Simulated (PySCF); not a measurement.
CH5FO2Si2, SMILES O=C(O)[Si@@H](F)[SiH3].

Geometry: ωB97X-D3(BJ)/def2-SVP. The structure was generated by enumeration; whether it is a known compound was not checked. The values are those of a single conformer.

Calculation: ωB97X-D3(BJ)/def2-SVP (PySCF).

Frequencies are harmonic and unscaled.

```tsv
mode	ν (cm⁻¹)	IR (km/mol)	moving atoms (share of kinetic energy)
1	30	2.4	O 78 %, Si 10 %
2	82	1.3	Si 33 %, O 31 %, H 23 %, F 11 %
3	110	0.3	H 84 %
4	150	7.8	F 43 %, O 32 %, Si 11 %, H 8 %
5	173	9.4	Si 41 %, F 38 %, H 16 %
6	297	6.5	O 46 %, F 19 %, C 16 %, Si 15 %
7	393	29.1	Si 45 %, O 31 %, H 13 %
8	437	19.9	H 65 %, C 22 %, Si 9 %
9	485	60.5	Si 47 %, H 33 %, O 12 %
10	534	23.8	H 63 %, Si 29 %
11	577	24.9	H 60 %, Si 24 %, C 13 %
12	702	167.4	H 63 %, O 24 %, C 12 %
13	732	36.9	O 34 %, H 32 %, C 24 %, Si 9 %
14	792	186.9	H 67 %, C 15 %, Si 11 %
15	824	21.5	H 79 %, F 15 %
16	887	180.5	H 58 %, Si 23 %, F 17 %
17	918	36.7	H 44 %, Si 31 %, F 25 %
18	946	57.4	H 96 %
19	953	72.3	H 92 %
20	1206	211.4	O 45 %, H 44 %, C 10 %
21	1372	75.7	C 59 %, H 25 %, O 15 %
22	1841	222.1	C 60 %, O 38 %
23	2255	71.5	H 98 %
24	2264	68.5	H 96 %
25	2271	47.3	H 96 %
26	2279	133.5	H 96 %
27	3753	72.9	H 94 %
```
